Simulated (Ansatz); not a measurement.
Species: dichloro-bis(ethenyl)silane, C$_{4}$H$_{6}$Cl$_{2}$Si (charge 0, singlet). SMILES: C=C[Si](Cl)(Cl)C=C
Coordinates optimised at B3LYP-D3(BJ)/def2-TZVP (Ansatz, a quantum-chemistry and plane-wave program):
```
Si
C 1 1.8487
C 2 1.3311 1 124.02
H 3 1.0838 2 122.08 1 0.88
H 3 1.0846 4 116.06 2 179.64
H 2 1.0867 3 118.84 4 179.60
C 1 1.8491 2 114.82 6 154.30
C 7 1.3312 1 123.93 2 -30.49
H 8 1.0839 7 122.10 1 0.82
H 8 1.0846 9 116.02 7 179.59
H 7 1.0866 8 118.84 9 179.54
Cl 1 2.0667 2 109.74 6 -84.29
Cl 1 2.0668 2 107.61 6 31.68
```
Charge 0, spin multiplicity 1.

Property: vertical ionisation energy (to the doublet state of charge +1; each state is the SCF solution reached for its spin), in eV. Valence correlation only, unless marked. UHF or UKS for open shells. Spin-orbit coupling is left out. No relativistic terms. 

```
level                    program  vertical ionisation energy (eV)
-----------------------  -------  -------------------------------
HF/aug-cc-pV(T+d)Z        Ansatz                             9.16
HF/aug-cc-pV(Q+d)Z        Ansatz                             9.15
SVWN5/def2-TZVPD          Ansatz                             9.83
PBE/def2-TZVPD            Ansatz                             9.64
r2SCAN/def2-TZVPD         Ansatz                             9.81
B3LYP/def2-TZVPD          Ansatz                             9.99
BHLYP/def2-TZVPD          Ansatz                            10.26
wB97X-V/def2-TZVPD        Ansatz                            10.57
B2PLYP/def2-TZVPD         Ansatz                            10.49
MP2/aug-cc-pV(D+d)Z       Ansatz                            10.81
RI-MP2/aug-cc-pV(T+d)Z    Ansatz                            10.92
RI-MP2/aug-cc-pV(Q+d)Z    Ansatz                            10.97
SCS-MP2/aug-cc-pV(D+d)Z   Ansatz                            10.72
CCSD(T)/aug-cc-pV(D+d)Z   Ansatz                            10.62
```
